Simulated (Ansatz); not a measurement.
Geometry optimisation, RKS PBE0/def2-SVP (Ansatz).

The input (input.yaml):

```yaml
crystal:
  periodic: [false, false, false]
  atoms:
    - { symbol: O, position_ang: [1.0065, 1.45541, 1.75712] }
    - { symbol: Al, position_ang: [0.50972, 1.18354, 0.21463] }
    - { symbol: Si, position_ang: [-0.18079, -1.07368, -0.36455] }
    - { symbol: O, position_ang: [-1.13557, -1.15838, -1.70077] }
    - { symbol: H, position_ang: [1.30273, 1.65494, 2.63586] }
    - { symbol: H, position_ang: [0.52106, 2.41399, -0.75006] }
    - { symbol: H, position_ang: [0.85111, -2.03982, -0.78352] }
    - { symbol: H, position_ang: [-0.91302, -1.7471, 0.74649] }
    - { symbol: H, position_ang: [-0.88968, -1.67935, -2.45845] }
basis:
  gaussian: { orbitals: def2-SVP }
hamiltonian:
  xc: pbe0
relax:
  f_tol: 0.015
  max_steps: 40
```

Launched with:

```bash
$ ansatz run input.yaml --threads 1 --pin off --max-ram 2048MiB --backend cpu --events-out ev --progress --plain --runs-dir out
```

Task: Where does it end, and by what steps?

Result: The forces met the threshold. After 14 steps the energy has fallen by 0.350 eV; H5 moved furthest, 0.44 Å.

| step | energy less start (eV) | largest force component (eV/Å) | accepted |
| --- | --- | --- | --- |
| 0 | 0.0000 | 1.338 | yes |
| 1 | -0.1780 | 0.568 | yes |
| 2 | -0.1942 | 0.264 | yes |
| 3 | -0.2092 | 0.524 | yes |
| 4 | -0.1902 | 1.623 | no |
| 5 | -0.2254 | 0.191 | yes |
| 6 | -0.2389 | 0.168 | yes |
| 7 | -0.2654 | 0.305 | yes |
| 8 | -0.3078 | 0.313 | yes |
| 9 | -0.3356 | 0.481 | yes |
| 10 | -0.3325 | 0.493 | no |
| 11 | -0.3483 | 0.134 | yes |
| 12 | -0.3459 | 0.177 | no |
| 13 | -0.3498 | 0.027 | yes |
| 14 | -0.3500 | 0.003 | yes |

```xyz
9
Properties=species:S:1:pos:R:3
O 1.046 1.200 1.907
Al 0.498 1.107 0.291
Si -0.141 -1.141 -0.431
O -0.917 -0.951 -1.911
H 1.343 1.993 2.357
H 0.462 2.436 -0.587
H 1.051 -2.051 -0.564
H -1.039 -1.825 0.564
H -1.231 -1.759 -2.330
```

Whether the end is a true minimum wasn't checked by a vibrational analysis.

Run time: 120 s on 1 thread of AMD EPYC 7571, with other jobs on the host, peak memory 0.19 GiB.
